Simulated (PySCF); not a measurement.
SMILES [SiH2](CSC)c1sccc1 (C6H10S2Si) (GFN2-xTB optimised geometry):

```
19

C      2.380    -0.139    -1.486
S      2.040    -1.117     0.000
C      0.219    -1.117     0.000
Si    -0.625     0.593     0.000
C      0.177     1.705     1.270
C      1.158     1.452     2.185
C      1.480     2.563     2.993
C      0.738     3.658     2.688
S     -0.367     3.351     1.409
H      2.107     0.899    -1.315
H      1.823    -0.551    -2.323
H      3.446    -0.218    -1.673
H     -0.045    -1.675     0.897
H     -0.105    -1.705    -0.858
H     -0.520     1.205    -1.332
H     -2.040     0.371     0.322
H      1.643     0.496     2.269
H      2.231     2.545     3.763
H      0.769     4.632     3.133
```

Calculation: CAM-B3LYP/def2-SVP run with PySCF.

What are the frontier orbital energies and the dipole moment?

HOMO-2 -8.41 eV, HOMO-1 -8.05 eV, HOMO -7.37 eV, LUMO 0.58 eV, LUMO+1 1.91 eV; dipole moment 0.51 D.

On the same geometry PBE/def2-SVP run with PySCF 2.14.0 gives HOMO-2 -6.15 eV, HOMO-1 -5.80 eV, HOMO -4.85 eV, LUMO -1.40 eV, LUMO+1 -0.16 eV; dipole moment 0.51 D.

Meta-Löwdin charges at CAM-B3LYP/def2-SVP: C1 -0.34, S2 0.02, C3 -0.46, Si4 0.65, C5 -0.35, C6 -0.11, C7 -0.13, C8 -0.22, S9 0.25, H10 0.11, H11 0.11, H12 0.12, H13 0.13, H14 0.11, H15 -0.12, H16 -0.11, H17 0.12, H18 0.11, H19 0.12.
